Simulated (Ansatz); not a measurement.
`CC[O][GeH3]` and `CCOC` differ in one atom or group.

Ansatz, PBE0-D4/def2-TZVP geometries, multiplicity 1. Each molecule was computed in one conformer, which needn't be the lowest.

Scalar relativity is left out up to krypton.

| property | `CC[O][GeH3]` |
| --- | --- |
| LUMO energy (PBE0/def2-TZVPP) / eV | 0.37 |
| LUMO energy (PBE/def2-TZVPP) / eV | -0.50 |
| HOMO energy (PBE0/def2-TZVPP) / eV | -7.69 |
| LUMO energy (ωB97M-V/def2-TZVPP) / eV | 2.10 |
| HOMO–LUMO gap (PBE0/def2-TZVPP) / eV | 8.06 |
| size of the dipole moment (ωB97M-V/def2-TZVPP) / D | 1.05 |

Task: Give the same properties after the change, and the shifts. (An estimate is asked.)

Result: Computed: 
```json
{"property": "LUMO energy (PBE0/def2-TZVPP) / eV", "`CCOC`": "1.37", "shift": "1.00"}
{"property": "LUMO energy (PBE/def2-TZVPP) / eV", "`CCOC`": "0.55", "shift": "1.05"}
{"property": "HOMO energy (PBE0/def2-TZVPP) / eV", "`CCOC`": "-7.36", "shift": "0.33"}
{"property": "LUMO energy (ωB97M-V/def2-TZVPP) / eV", "`CCOC`": "2.82", "shift": "0.72"}
{"property": "HOMO–LUMO gap (PBE0/def2-TZVPP) / eV", "`CCOC`": "8.73", "shift": "0.67"}
{"property": "size of the dipole moment (ωB97M-V/def2-TZVPP) / D", "`CCOC`": "1.13", "shift": "0.08"}
```

With PBE0 the HOMO rises by 0.33 eV and the LUMO rises by 1.00 eV, so the gap widens by about 0.67 eV. PBE moves the HOMO by 0.37 eV and ωB97M-V by 0.30 eV. Dipoles are sizes alone; their direction can turn.
